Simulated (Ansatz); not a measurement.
Start from `N=C(O)[O][InH2]` and change one atom or group to get `N=C(O)O`.

Ansatz, PBE0-D4/def2-TZVP geometries, multiplicity 1. Each molecule was computed in one conformer, which needn't be the lowest.

Elements past krypton have def2 core potentials.

```json
{"property": "LUMO energy (PBE/def2-TZVPP) / eV", "`N=C(O)[O][InH2]`": "-2.91"}
{"property": "size of the dipole moment (PBE/def2-TZVPP) / D", "`N=C(O)[O][InH2]`": "3.68"}
{"property": "HOMO–LUMO gap (PBE/def2-TZVPP) / eV", "`N=C(O)[O][InH2]`": "2.85"}
{"property": "HOMO–LUMO gap (PBE0/def2-TZVPP) / eV", "`N=C(O)[O][InH2]`": "4.90"}
{"property": "LUMO energy (ωB97M-V/def2-TZVPP) / eV", "`N=C(O)[O][InH2]`": "-0.70"}
{"property": "HOMO–LUMO gap (B3LYP/def2-TZVPP) / eV", "`N=C(O)[O][InH2]`": "4.38"}
```

Task: Give the same properties after the change, and the shifts. (An estimate is asked.)

Result: Ansatz gave: 
| property | `N=C(O)O` | shift |
| --- | --- | --- |
| LUMO energy (PBE/def2-TZVPP) / eV | -0.52 | 2.39 |
| size of the dipole moment (PBE/def2-TZVPP) / D | 1.59 | -2.09 |
| HOMO–LUMO gap (PBE/def2-TZVPP) / eV | 5.93 | 3.08 |
| HOMO–LUMO gap (PBE0/def2-TZVPP) / eV | 8.24 | 3.34 |
| LUMO energy (ωB97M-V/def2-TZVPP) / eV | 1.81 | 2.51 |
| HOMO–LUMO gap (B3LYP/def2-TZVPP) / eV | 7.60 | 3.22 |

With PBE0 the HOMO falls by 0.79 eV and the LUMO rises by 2.55 eV, so the gap widens by about 3.34 eV. PBE moves the HOMO by -0.69 eV and ωB97M-V by -0.80 eV. Dipoles are sizes alone; their direction can turn.

B3LYP here is the variant with VWN-RPA as its local correlation; programs differ in this.
